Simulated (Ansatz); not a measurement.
Gas-phase electronic energies from Ansatz, PBE0-D4/def2-TZVP geometries. CCSD(T)/CBS is the MP2 limit (def2-TZVPP, def2-QZVPP) plus CCSD(T) − MP2 in def2-TZVPP, frozen cores. DFT in def2-TZVPP. B3LYP here is the variant with VWN-RPA as its local correlation; programs differ in this. For Ge outer-core shells are correlated without core-valence functions, which leaves a few kJ/mol of doubt a bond. Scalar relativity is left out up to krypton. Each species was taken in one conformer, which may not be the lowest.

`OC(O)[O][GeH3]` + `[OH][GeH3]` → `[GeH3][O][GeH3]` + `OC(O)O`  (ligand exchange at a Ge–O bond)

`OC(O)[O][GeH3]`:

Cartesian coordinates in Å:
```
O 1.311 -0.259 -0.469
C 0.369 -0.856 0.390
O 0.951 -1.336 1.544
O -0.561 0.105 0.692
Ge -1.151 1.187 -0.620
H 1.957 -0.927 -0.716
H -0.086 -1.731 -0.097
H 1.212 -0.567 2.065
H -2.441 1.759 -0.019
H -0.128 2.291 -0.905
H -1.432 0.333 -1.866
```

`[OH][GeH3]`:

```xyz
6

O    -1.219   -0.618    0.125
Ge    0.378    0.175    0.143
H    -1.573   -0.715   -0.761
H     0.756    0.231    1.625
H     0.269    1.587   -0.465
H     1.388   -0.660   -0.667
```

`[GeH3][O][GeH3]`:

Z-matrix (Å, degrees):
```
Ge
O 1 1.773
H 1 1.533 2 105.7
H 1 1.541 2 109.2 3 119.8
H 1 1.541 2 109.2 3 -119.8
Ge 2 1.773 1 127.5 3 180.0
H 6 1.533 2 105.7 1 180.0
H 6 1.541 2 109.2 1 60.1
H 6 1.541 2 109.2 1 -60.2
```

`OC(O)O`:

Z-matrix (Å, degrees):
```
C
O 1 1.384
O 1 1.401 2 106.2
O 1 1.375 2 109.5 3 -122.4
H 1 1.099 2 112.0 3 120.8
H 2 0.962 1 107.5 3 -30.2
H 3 0.962 1 108.1 2 178.5
H 4 0.965 1 106.9 2 49.0
```

```csv
level,ΔE (kJ/mol),difference from CCSD(T)/CBS
PBE-D4,-2.6,2.1
r2SCAN-D4,-3.1,1.6
PBE0-D4,-4.4,0.3
B3LYP-D4,-3.6,1.1
ωB97X-V,-3.2,1.5
ωB97M-V,-2.6,2.1
B2PLYP,-4.9,-0.2
PBE,-3.4,1.3
r2SCAN,-3.4,1.3
PBE0,-5.1,-0.4
B3LYP,-4.8,-0.1
HF/def2-TZVPP,-9.6,-4.9
MP2/def2-TZVPP,-4.3,0.4
SCS-MP2/def2-TZVPP,-5.2,-0.5
CCSD/def2-TZVPP,-5.1,-0.4
CCSD(T)/def2-TZVPP,-4.4,0.3
HF/def2-QZVPP,-10.2,-5.5
MP2/def2-QZVPP,-4.7,0.0
SCS-MP2/def2-QZVPP,-5.6,-0.9
HF/CBS(def2),-10.2,-5.5
MP2/CBS(def2),-4.6,0.1
CCSD/CBS(def2),-5.5,-0.8
CCSD(T)/CBS,-4.7,0
```

Largest T1 diagnostic among the species: 0.012.

In def2-TZVPP, CCSD(T) changes the Hartree–Fock value by +5.2 kJ/mol (the triples alone add +0.7 kJ/mol) and MP2 by +5.3 kJ/mol.
